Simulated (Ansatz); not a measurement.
Molecule (SMILES): [B]=N (B-NH), doublet.
Atoms: B1, N2, H3. Bonds: B1-N2, N2-H3.

Basis-set convergence of the optimised B1-N2 bond length at B3LYP with Ansatz (a program for electronic structure). Cartesian d functions, on some or all atoms, in 6-31G*, 6-31+G*; all else is spherical. The program fits the integrals of some runs and decomposes those of others, by size. Open shells are unrestricted. No added dispersion term, no relativity. Reference: the value in aug-pcseg-3, 1.2328 Å, itself unsure by roughly 0.0002 Å (its mean distance from aug-cc-pVQZ, def2-QZVPPD, pcseg-3). Deviations are taken from unrounded values.

| basis | functions | optimised B1-N2 bond length (Å) |
|---|---|---|
| 6-31G* | 32 | 1.2411 |
| 6-31+G* | 40 | 1.2421 |
| cc-pVDZ | 33 | 1.2423 |
| aug-cc-pVDZ | 55 | 1.2405 |
| def2-SVP | 33 | 1.2419 |
| def2-SVPD | 48 | 1.2409 |
| pcseg-1 | 33 | 1.2397 |
| aug-pcseg-1 | 55 | 1.2387 |
| 6-311G** | 42 | 1.2357 |
| 6-311+G** | 50 | 1.2376 |
| def2-TZVP | 68 | 1.2338 |
| def2-TZVPD | 83 | 1.2342 |
| cc-pVTZ | 74 | 1.2346 |
| aug-cc-pVTZ | 115 | 1.2352 |
| pcseg-2 | 74 | 1.2333 |
| aug-pcseg-2 | 115 | 1.2334 |
| def2-TZVPP | 76 | 1.2340 |
| def2-TZVPPD | 91 | 1.2343 |
| cc-pVQZ | 140 | 1.2327 |
| aug-cc-pVQZ | 206 | 1.2331 |
| def2-QZVPP | 144 | 1.2329 |
| def2-QZVPPD | 159 | 1.2330 |
| pcseg-3 | 153 | 1.2328 |
| aug-pcseg-3 | 219 | 1.2328 |

What the diffuse functions change, pair by pair:
- 6-31G* to 6-31+G*: 8 more functions, deviation 0.0083 to 0.0093 Å
- cc-pVDZ to aug-cc-pVDZ: 22 more functions, deviation 0.0095 to 0.0077 Å
- def2-SVP to def2-SVPD: 15 more functions, deviation 0.0091 to 0.0081 Å
- pcseg-1 to aug-pcseg-1: 22 more functions, deviation 0.0069 to 0.0059 Å
- 6-311G** to 6-311+G**: 8 more functions, deviation 0.0029 to 0.0048 Å
- def2-TZVP to def2-TZVPD: 15 more functions, deviation 0.0010 to 0.0014 Å
- cc-pVTZ to aug-cc-pVTZ: 41 more functions, deviation 0.0018 to 0.0024 Å
- pcseg-2 to aug-pcseg-2: 41 more functions, deviation 0.0005 to 0.0006 Å
- def2-TZVPP to def2-TZVPPD: 15 more functions, deviation 0.0012 to 0.0015 Å
- cc-pVQZ to aug-cc-pVQZ: 66 more functions, deviation -0.0001 to 0.0003 Å
- def2-QZVPP to def2-QZVPPD: 15 more functions, deviation 0.0001 to 0.0002 Å
- pcseg-3 to aug-pcseg-3: 66 more functions, deviation 0.0000 to 0.0000 Å

Leaving out the reference's own pair, they bring the value nearer the reference by more than 0.0002 Å in 3 of 11 pairs.
